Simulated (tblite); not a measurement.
Species: C4H3F5.
Atom-mapped SMILES: `[F:1][CH2:2][C@@H:3]([F:4])[C:5]([F:6])=[C:7]([F:8])[F:9]` (hydrogens: H10, H11 on C2; H12 on C3)

Computed with GFN2-xTB (tblite), gas phase: Langevin dynamics at 300 K from the optimised GFN2-xTB geometry, time step 0.5 fs, friction 0.01 fs⁻¹, 2000 steps. The instantaneous temperature is 2·E(kin)/(3Nk) with all 3N coordinates.

```csv
t (fs),T (K),E(pot) above start (eV),F1–C2 (Å),C2–C3 (Å),C3–F4 (Å),C3–C5 (Å),C5–F6 (Å),C2–H10 (Å),F1–C2–C3–F4 (°)
0,262,0.000,1.365,1.536,1.371,1.505,1.346,1.094,-80
25,199,0.164,1.340,1.549,1.379,1.552,1.361,1.102,-89
50,211,0.260,1.354,1.517,1.376,1.510,1.330,1.096,-92
75,203,0.215,1.341,1.556,1.361,1.516,1.357,1.132,-82
100,206,0.202,1.352,1.548,1.386,1.476,1.343,1.107,-87
125,134,0.228,1.379,1.554,1.372,1.509,1.332,1.084,-82
150,228,0.146,1.355,1.558,1.381,1.509,1.363,1.053,-78
175,264,0.183,1.321,1.544,1.358,1.494,1.338,1.091,-81
200,208,0.208,1.362,1.535,1.374,1.538,1.333,1.138,-83
225,260,0.210,1.401,1.573,1.392,1.477,1.329,1.083,-94
250,292,0.204,1.415,1.575,1.355,1.503,1.349,1.055,-99
275,290,0.223,1.362,1.516,1.357,1.487,1.351,1.108,-112
300,231,0.286,1.353,1.560,1.407,1.522,1.351,1.149,-116
325,258,0.323,1.374,1.511,1.401,1.527,1.314,1.076,-113
350,267,0.267,1.388,1.537,1.372,1.514,1.310,1.053,-123
375,248,0.348,1.387,1.518,1.402,1.483,1.368,1.122,-130
400,235,0.455,1.342,1.545,1.386,1.527,1.375,1.168,-136
425,278,0.335,1.346,1.551,1.375,1.457,1.358,1.112,-143
450,400,0.270,1.401,1.536,1.373,1.507,1.384,1.059,-150
475,351,0.322,1.387,1.542,1.439,1.451,1.342,1.045,180
500,205,0.309,1.330,1.555,1.377,1.473,1.345,1.137,166
525,224,0.252,1.350,1.571,1.385,1.442,1.361,1.122,158
550,127,0.317,1.353,1.574,1.377,1.513,1.373,1.065,165
575,226,0.275,1.351,1.524,1.354,1.461,1.367,1.077,166
600,233,0.314,1.388,1.523,1.375,1.565,1.399,1.111,169
625,253,0.251,1.364,1.501,1.369,1.513,1.321,1.113,161
650,258,0.271,1.363,1.532,1.379,1.545,1.310,1.100,166
675,157,0.484,1.379,1.573,1.391,1.558,1.243,1.049,168
700,277,0.191,1.357,1.558,1.357,1.568,1.306,1.100,172
725,291,0.252,1.379,1.491,1.351,1.533,1.385,1.121,172
750,217,0.290,1.410,1.517,1.397,1.513,1.392,1.107,172
775,183,0.265,1.363,1.596,1.364,1.514,1.356,1.064,171
800,237,0.233,1.326,1.545,1.366,1.511,1.325,1.077,175
825,308,0.172,1.383,1.554,1.372,1.555,1.338,1.117,180
850,308,0.252,1.407,1.495,1.383,1.522,1.305,1.119,-176
875,187,0.408,1.368,1.508,1.395,1.595,1.292,1.085,-165
900,305,0.220,1.356,1.540,1.387,1.516,1.308,1.126,-166
925,226,0.248,1.379,1.541,1.333,1.522,1.349,1.119,-154
950,261,0.250,1.351,1.561,1.375,1.527,1.393,1.061,-156
975,212,0.229,1.350,1.576,1.434,1.512,1.398,1.054,-157
1000,272,0.279,1.353,1.534,1.363,1.468,1.374,1.088,-167
```

**Question.** From 500 fs on, how do temperature and potential energy compare with equipartition?

**Answer.** The mean temperature of these 21 frames is 237 K against the target 300 K, and the mean potential energy 0.27 eV against 30 × kT/2 = 0.39 eV for 30 classical harmonic modes. For 12 atoms in a canonical ensemble the temperature itself scatters by T·√(2/(3N)) = 71 K; here its standard deviation is 48 K. These frames run colder than the target by 21 %; at their own mean temperature equipartition would give 0.31 eV. The whole run lasts only 10 friction times of 100 fs, so these averages carry a wide statistical error.

**Question.** What are the kinetic and total energies of the listed frame with the highest potential energy?

**Answer.** The one at 675 fs, 0.484 eV above the start. Its kinetic energy is 3NkT/2 = 0.244 eV at 157 K, so the sum is 0.73 eV; over the listed frames the sum runs from 0.41 to 0.89 eV, since the thermostat adds and removes energy.

**Question.** How much do the listed bonds fluctuate from 500 fs on?

**Answer.** 
```
  bond  at the start (Å)  mean (Å)  standard deviation (Å)
 F1–C2             1.365     1.365                   0.021
 C2–C3             1.536     1.541                   0.029
 C3–F4             1.371     1.375                   0.020
 C3–C5             1.505     1.520                   0.037
 C5–F6             1.346     1.345                   0.040
C2–H10             1.094     1.096                   0.026
```

The motion is classical and holds no zero-point motion.

The cost below is that of the whole dynamics run. The run took 29 s of wall time on one thread, Intel Xeon at 2.50 GHz (x86_64), no GPU, on a shared host, and the process peaked at 0.18 GiB of memory.
